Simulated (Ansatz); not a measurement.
Reaction: H5BSiO (SMILES BO[SiH3]) → H4BSiO (SMILES [SiH3]O[BH], doublet) + H (doublet) (the B-H bond breaks)
Each species at its own B3LYP-D3(BJ)/def2-TZVP minimum (Ansatz, a quantum-chemistry and plane-wave program).

Total energies in hartree (Ansatz). Radicals and triplets start from unrestricted determinants; spin-orbit coupling is neglected. Cores are frozen in correlated methods. No relativity. Where a partner has so few electrons that a lower coupled-cluster level is exact, that level stands in.

```csv
species,HF/cc-pV(T+d)Z,CCSD(T)/cc-pV(T+d)Z,HF/cc-pV(Q+d)Z,CCSD(T)/cc-pV(Q+d)Z,CCSD(T)/cc-pV(D+d)Z,CCSDT(Q)/cc-pV(D+d)Z
1: H5BSiO (SMILES BO[SiH3]),-391.52121,-392.03877,-391.53332,-392.08250,-391.88817,-391.88978
"2: H4BSiO (SMILES [BH]O[SiH3], doublet)",-390.88219,-391.36536,-390.89425,-391.40803,-391.22027,-391.22196
3: H (doublet),-0.49981,-0.49981,-0.49995,-0.49995,-0.49928,-0.49928
```

Question: Work out the bond dissociation energy (electronic) in kcal/mol: take Hartree-Fock from cc-pV(Q+d)Z, extrapolate the CCSD(T) correlation energy as X^-3 (X = 3, 4), and add CCSDT(Q) - CCSD(T) in cc-pV(D+d)Z. 1 hartree = 627.51 kcal/mol.

Answer: 
Species 1: correlation (64·(-0.54918) - 27·(-0.51756))/37 = -0.57225; step -0.00161; E1 = -391.53332 + (-0.57225) + (-0.00161) = -392.10718
Species 2: correlation (64·(-0.51378) - 27·(-0.48317))/37 = -0.53612; step -0.00169; E2 = -390.89425 + (-0.53612) + (-0.00169) = -391.43206
Species 3: correlation (64·(0.00000) - 27·(0.00000))/37 = 0.00000; step +0.00000; E3 = -0.49995 + (0.00000) + (+0.00000) = -0.49995
-1·E1 +1·E2 +1·E3 = 0.17517 hartree = 109.9 kcal/mol.
